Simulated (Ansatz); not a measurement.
Species: C₄H₄O₂, SMILES `O=C1CC=CO1` (charge 0, multiplicity 1), formula C4H4O2.

### Question
How many basis functions does frozen-core CCSD(T)/cc-pVTZ // CAM-B3LYP-D3(BJ)/def2-TZVP (Ansatz, a first-principles code) use, how many core orbitals are frozen, and how many electrons are correlated?

### Answer
236 basis functions and 6 frozen orbitals, which leaves 32 correlated electrons. Core time is of the order of minutes.
